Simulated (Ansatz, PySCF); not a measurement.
Gas-phase reaction (SMILES): O[Si](O)(O)O [silicic acid] + 4 [H][H] (H2) -> 4 O (H2O) + [SiH4] (SiH4); energy of full hydrogenation.

Each molecule is optimised on its own at B3LYP-D3(BJ)/def2-TZVP (Ansatz, a first-principles code), one conformer each, not searched for the lowest. Correlated levels leave the core frozen unless marked. Spin-orbit coupling is left out. No relativistic terms. CBS(X,Y): correlation extrapolated as X^-3; Hartree-Fock from the larger set. [CCSD(T)-MP2]/basis is that difference in the basis named. Thermal terms are rigid-rotor harmonic-oscillator values from B3LYP-D3(BJ) frequencies (Ansatz or PySCF) at 298.15 K and 1 atm. 1 Eh = 627.5095 kcal/mol.

```tsv
species	E, RI-MP2/CBS(aug-cc-pV(T+d)Z,aug-cc-pV(Q+d)Z)+[CCSD(T)-MP2]/aug-cc-pV(T+d)Z (Ansatz) (Eh)	E, PBE0-D4/def2-TZVPD (Ansatz + dftd4) (Eh)	H - E (Eh)	G - E (Eh)
O[Si](O)(O)O	-592.40587	-592.73042	0.06559	0.02711
[H][H] (H2)	-1.17524	-1.16831	0.01336	-0.00144
O (H2O)	-76.37791	-76.38102	0.02495	0.00353
[SiH4] (SiH4)	-291.46108	-291.75741	0.03520	0.01198
```

### Question
Work out ΔE and ΔH, ΔG, ΔS and the equilibrium constant at 298.15 K at the first level, then ΔH at the second.

### Answer

1. ΔE = [4×(-76.37791) + (-291.46108)] - [(-592.40587) + 4×(-1.17524)] = 0.13411 Eh = 84.2 kcal/mol at RI-MP2/CBS(aug-cc-pV(T+d)Z,aug-cc-pV(Q+d)Z)+[CCSD(T)-MP2]/aug-cc-pV(T+d)Z.
2. The terms H - E add up to 0.01597 Eh, so ΔH = (0.13411 + (0.01597))×627.5095 = 94.2 kcal/mol.
3. The terms G - E add up to 0.00475 Eh, so ΔG = 87.1 kcal/mol, and ΔS = (0.01597 - (0.00475))×627509.5/298.15 = 23.6 cal/(mol K).
4. log10 K = -ΔG/(RT ln 10) = -63.8, with RT ln 10 = 1.3642 kcal/mol.
5. With ΔH and ΔS taken as constant, ΔG changes sign near ΔH/ΔS = 3990 K, a rough figure that leaves out heat capacities.
6. At PBE0-D4/def2-TZVPD the same steps give ΔE = 76.7 and ΔH = 86.7 kcal/mol, a shift of -7.5 from the first level.
7. These values are not checked against measurement here, since the tables used lack a sound gas-phase enthalpy of formation for at least one species.
